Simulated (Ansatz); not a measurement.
The cluster SbF3⁻. The state is a doublet with charge -1. Geometry B3LYP-D4/def2-TZVP, that of the neutral singlet; atoms count from 1.

```xyz
4

Sb   -0.721   -0.153    0.128
F     0.436    0.433    1.519
F     0.476   -1.472   -0.539
F    -0.190    1.193   -1.107
```

In the def2 sets Sb takes a core potential; there is no spin–orbit coupling. The highest occupied level of the charge -1 doublet lies above zero (up to 1.84 eV). Energy differences put its binding near zero (-0.02 eV; vertical, against the charge 0 singlet, at PBE0-D4/def2-TZVPD), which leaves it undecided. The structure comes from a short search, and lower isomers may exist.

Question: Estimate the Mulliken populations from the PBE0/def2-TZVPD orbitals of Ansatz.

Answer: 
| atom | charge (e) | spin (α − β) |
| --- | --- | --- |
| Sb1 | 0.68 | 1.06 |
| F2 | -0.53 | -0.05 |
| F3 | -0.62 | 0.04 |
| F4 | -0.53 | -0.05 |
Mulliken values depend strongly on the basis. With diffuse functions, as here, like atoms can get unlike values, and bond orders can come out too low or too high.

Question: Where does the spin sit?

Answer: Summed by element: Sb 1.06, F -0.06, of 1 unpaired in all. Largest on single atoms: Sb1 1.06, F2 -0.05, F4 -0.05.

Question: And the Mayer bond orders between heavy atoms (over 0.3)?

Answer: Sb1–F2 0.37 (1.90 Å); Sb1–F3 0.63 (1.90 Å); Sb1–F4 0.37 (1.90 Å).
